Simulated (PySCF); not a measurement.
## Tin: a sound run and one with changed settings

Sound run: Sn [Kr] 4d10 5s2 5p2, Sn⁺ [Kr] 4d10 5s2 5p1. Computed with PySCF 2.14 in aug-cc-pVDZ-PP with ECP28MDF, with scalar relativity through the core potential. In the sound run the correlated levels freeze 4s2 4p6 4d10 outside the core potential. The sound run starts from symmetry-adapted Hartree-Fock orbitals and uses a fine grid where one is needed.

Changed run: initial guess minao, at most 50 SCF cycles, level shift 0.5 hartree.

```json
{"species": "Sn", "method": "UHF", "sound run (hartree)": "-213.33545", "changed run (hartree)": "-213.33545", "converged": "yes"}
{"species": "Sn", "method": "BP86", "sound run (hartree)": "-214.36420", "changed run (hartree)": "-214.36420", "converged": "yes"}
{"species": "Sn", "method": "r2SCAN", "sound run (hartree)": "-214.32475", "changed run (hartree)": "-214.32475", "converged": "yes"}
{"species": "Sn", "method": "MP2", "sound run (hartree)": "-213.37076", "changed run (hartree)": "-213.35557", "converged": "yes"}
{"species": "Sn", "method": "CCSD(T)", "sound run (hartree)": "-213.38583", "changed run (hartree)": "-213.38583", "converged": "yes"}
{"species": "Sn⁺", "method": "UHF", "sound run (hartree)": "-213.08344", "changed run (hartree)": "-213.08344", "converged": "yes"}
{"species": "Sn⁺", "method": "BP86", "sound run (hartree)": "-214.09282", "changed run (hartree)": "-214.09282", "converged": "yes"}
{"species": "Sn⁺", "method": "r2SCAN", "sound run (hartree)": "-214.05246", "changed run (hartree)": "-214.05246", "converged": "yes"}
{"species": "Sn⁺", "method": "MP2", "sound run (hartree)": "-213.11032", "changed run (hartree)": "-213.09894", "converged": "yes"}
{"species": "Sn⁺", "method": "CCSD(T)", "sound run (hartree)": "-213.12390", "changed run (hartree)": "-213.12390", "converged": "yes"}
```

Ionisation energy of Sn:

| method | sound run (eV) | changed run (eV) |
| --- | --- | --- |
| UHF | 6.858 | 6.858 |
| BP86 | 7.385 | 7.385 |
| r2SCAN | 7.409 | 7.409 |
| MP2 | 7.087 | 6.983 |
| SCS-MP2 | 7.027 | 6.950 |
| CCSD | 7.117 | 7.117 |
| CCSD(T) | 7.127 | 7.127 |

A level shift leaves the converged SCF energy unchanged but raises the virtual orbital energies, which shrinks MP2 if it is not removed.

For comparison, NIST gives 7.344 eV between the lowest levels.
